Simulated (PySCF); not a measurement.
Species: C4H8Si2.
Atom-mapped SMILES: `[CH:1]#[C:2][SiH2:3]/[CH:4]=[CH:5]\[SiH3:6]` (hydrogens: H7 on C1; H8, H9 on Si3; H10 on C4; H11 on C5; H12, H13, H14 on Si6)

Structure optimised with GFN2-xTB, isolated species.

Q: What internal coordinates does the optimisation give?

A: 
```json
{"bond": "C1≡C2", "length (Å)": "1.202"}
{"bond": "C2–Si3", "length (Å)": "1.853"}
{"bond": "Si3–C4", "length (Å)": "1.886"}
{"bond": "C4=C5", "length (Å)": "1.332"}
{"bond": "C5–Si6", "length (Å)": "1.883"}
{"bond": "C1–H7", "length (Å)": "1.053"}
{"bond": "Si3–H8, Si3–H9", "length (Å)": "1.470"}
{"bond": "C4–H10", "length (Å)": "1.088"}
{"bond": "C5–H11", "length (Å)": "1.088"}
{"bond": "Si6–H12, Si6–H13, Si6–H14", "length (Å)": "1.466"}
```

Bonds in one row agree within 0.01 Å and their mean is given. A selection of angles:
```json
{"angle": "C2–C1–H7", "degrees": "179.9"}
{"angle": "C1–C2–Si3", "degrees": "179.6"}
{"angle": "C2–Si3–C4", "degrees": "109.5"}
{"angle": "C2–Si3–H8", "degrees": "108.3"}
{"angle": "C4–Si3–H8", "degrees": "111.3"}
{"angle": "C4–Si3–H9", "degrees": "108.4"}
{"angle": "H8–Si3–H9", "degrees": "111.3"}
{"angle": "Si3–C4–C5", "degrees": "126.6"}
{"angle": "Si3–C4–H10", "degrees": "115.4"}
{"angle": "C5–C4–H10", "degrees": "118.0"}
{"angle": "C4–C5–Si6", "degrees": "126.8"}
{"angle": "C4–C5–H11", "degrees": "117.8"}
{"angle": "Si6–C5–H11", "degrees": "115.4"}
{"angle": "C5–Si6–H12", "degrees": "109.6"}
{"angle": "C5–Si6–H13", "degrees": "110.7"}
{"angle": "C5–Si6–H14", "degrees": "107.6"}
{"angle": "H12–Si6–H13", "degrees": "109.8"}
```

Torsions: C2–Si3–C4–C5 70° (synclinal); Si3–C4–C5–Si6 -1° (synperiplanar). The mirror-image conformer, all signs reversed, is as good.

Of the pairs four or more bonds apart, Si3···H13 is among the closest relative to their van der Waals radii: 3.39 Å, 103 % of the sum of Bondi's values. Si3 (SiH2 silicon) is tetrahedral (angles from 107.9° to 111.3°). Si6 (SiH3 silicon) is tetrahedral (angles from 107.6° to 110.7°). The C–C distances run from 1.202 Å (C1≡C2, drawn triple) to 1.332 Å (C4=C5, drawn double), a spread of 0.130 Å. The C–Si distances run from 1.853 Å (C2–Si3, drawn single) to 1.886 Å (Si3–C4, drawn single), a spread of 0.033 Å.

Point group: C1 (no symmetry element, even within 0.4 Å). Not checked by GFN2-xTB frequencies. One conformer, not necessarily the lowest.

The numbers are calculated, not measured.
